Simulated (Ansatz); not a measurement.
CH$_{2}$BClF$_{2}$, SMILES `FBC(F)Cl`, charge 0, multiplicity 1.

Task: Give a relaxed structure at PBE0-D4/def2-TZVP (Ansatz 0.2.0). (Best estimate.)

Result: Ansatz gave: 
Cartesian coordinates in Å:
```
F -1.011 0.159 1.645
B 0.076 0.172 0.901
C -0.033 -0.339 -0.588
F 1.115 -0.848 -1.099
Cl -0.384 1.255 -1.350
H 1.101 0.595 1.341
H -0.864 -0.995 -0.850
```
